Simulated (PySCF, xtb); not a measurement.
C4H6Ge, SMILES C#C[C]([GeH3])=C.

GFN2-xTB (xtb) at its own geometry gives an orbital gap of 4.03 eV and a dipole moment of 0.44 D.

Geometry: B3LYP-D3(BJ)/def2-SVP. This is a generated structure with no PubChem entry under its InChIKey; it may be hypothetical.

Problem. What does PBE0/def2-TZVP (PySCF) give? (Estimate from the structure and the level; the computed values follow.)

Solution. gap 6.00 eV (levels -7.22 and -1.22 eV), dipole 0.40 D.
